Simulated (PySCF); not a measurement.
Al(H)(Me)(OEt) (C3H9AlO), SMILES CC[O][AlH][CH3]. Atoms are numbered in the order given.

```xyz
14

Al    -0.1022    -0.1778     1.2253
H     -1.1717    -1.2650     1.6818
C      1.2526     0.5900     2.3890
H      1.8814     1.3223     1.8597
H      1.9127    -0.1921     2.8010
H      0.7928     1.0970     3.2542
O     -0.1563     0.3495    -0.3949
C     -0.9061     0.0644    -1.5350
C     -0.0535    -0.5874    -2.6050
H     -1.7684    -0.5917    -1.2982
H     -1.3312     1.0065    -1.9293
H      0.3429    -1.5532    -2.2537
H     -0.6385    -0.7685    -3.5201
H      0.8012     0.0575    -2.8596
```

The structure is a stationary point at PBE0-D3(BJ)/def2-SVP. The structure was generated by enumeration; whether it is a known compound was not checked. Other conformers were not sampled.

Two levels are set side by side: PBE/pcSseg-1 (PySCF) and PBE0/pcSseg-1 (PySCF). GIAO shifts against H2O (¹⁷O), TMS (¹H), TMS (¹³C) at the same level; non-relativistic, no solvent, atoms listed together averaged. Differences are taken from unrounded values.

| quantity | PBE |
|---|---|
| δ(¹H) of H2 (ppm) | 5.22 |
| δ(¹³C) of C3 (ppm) | -9.0 |
| δ(¹⁷O) of O7 (ppm) | 147.8 |
| δ(¹³C) of C8 (ppm) | 67.8 |
| δ(¹³C) of C9 (ppm) | 26.3 |
| δ(¹H) of H10, H11 (ppm) | 4.61 |

Problem. These are the PBE values. What does PBE0 give? (The exact figures need the calculation; the answer reports its results.)

Solution. 
```
quantity                  PBE0  PBE minus PBE0
-----------------------  -----  --------------
δ(¹H) of H2 (ppm)         4.97            0.24
δ(¹³C) of C3 (ppm)        -8.8            -0.2
δ(¹⁷O) of O7 (ppm)       117.4            30.4
δ(¹³C) of C8 (ppm)        64.6             3.2
δ(¹³C) of C9 (ppm)        25.6             0.7
δ(¹H) of H10, H11 (ppm)   4.37            0.25
```

Rough cost on one machine, each run with all the roots and properties that it gave: PBE0 against PBE within a factor of 2.
